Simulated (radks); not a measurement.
Spin polarisation of the 5p1 shell in Te3+. Start: [Kr] 4d10 5s2 5p(up 0.5, down 0.5); electrons of 5p are moved from spin down to spin up, other shells keep equal spins. All-electron calculation, scalar-relativistic Kohn-Sham, PBEsol, spin-polarised, spherical densities, finite nucleus; Fermi nuclear charge, rms radius of each element as measured or else 0.836 A^(1/3) + 0.57 fm. Program: a radial shooting solver on a logarithmic mesh with Libxc functionals. Estimate the energy gained and the exchange splitting at a moment of 1 Bohr magnetons.

Answer. At moment 1 the spin-polarisation energy is -0.283 eV and the 5p exchange splitting 1.136 eV, that is 1.136 eV per Bohr magneton; E = -I m^2/4 would give I = 1.131 eV.
